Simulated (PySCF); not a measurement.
# Electronic structure of Cl⁺ (chlorine, charge +1) at the UHF level

Configuration: [Ne] 3s2 3p4, high-spin 3P determinant. Computed with PySCF 2.14 in aug-cc-pCVTZ-DK, with the spin-free X2C one-electron Hamiltonian (Gaussian nucleus).

```
Total energy                                                  : -460.463105 hartree
One-electron energy                                           : -629.2051 hartree
Hartree (Coulomb) energy                                      : 196.1393 hartree
Exchange energy                                               : -27.3973 hartree
⟨S²⟩                                                          : 2.0111
⟨L²⟩                                                          : 2.039
Sum of ⟨r⟩                                                    : 13.32 bohr
Sum of ⟨r²⟩                                                   : 20.62 bohr²
Traceless quadrupole moment −½Σ⟨3z² − r²⟩ along its main axis : -1.41 e·bohr²
Langevin diamagnetic susceptibility                           : -16.3 ×10⁻⁶ cm³/mol
```

| shell | electrons | mean orbital energy (hartree) | spread (hartree) | rms radius, mean of both spins (bohr) |
| --- | --- | --- | --- | --- |
| 1s α | 1 | -105.74832 | 0 | 0.105 |
| 1s β | 1 | -105.72196 | 0 | 0.105 |
| 2s α | 1 | -11.15406 | 0 | 0.478 |
| 2s β | 1 | -11.12926 | 0 | 0.478 |
| 2p α | 3 | -8.56226 | 0.02720 | 0.451 |
| 2p β | 3 | -8.51596 | 0.02251 | 0.451 |
| 3s α | 1 | -1.60760 | 0 | 1.61 |
| 3s β | 1 | -1.35229 | 0 | 1.61 |
| 3p α | 3 | -0.96812 | 0.08324 | 1.85 |
| 3p β | 1 | -0.86857 | 0 | 1.85 |

Densities and radii are taken from the X2C orbitals without a picture-change correction, which distorts them close to the nucleus.

Spin-orbit constants ζ (cm⁻¹) from the X2C one-electron operator on these orbitals: bare nucleus, nucleus screened by l(l+1)(2l+1)/3 electrons, and screened by the Breit-Pauli mean field of the electrons.

```
shell   bare  screened nucleus  mean field
   2p  10000              8826        8289
   3p  783.4             691.2       641.0
```

To first order the Landé constant is A = -320.5 cm⁻¹, so the lowest level has J = 2 and lies 0.0397 eV below the centre of the term. This holds in LS coupling only.
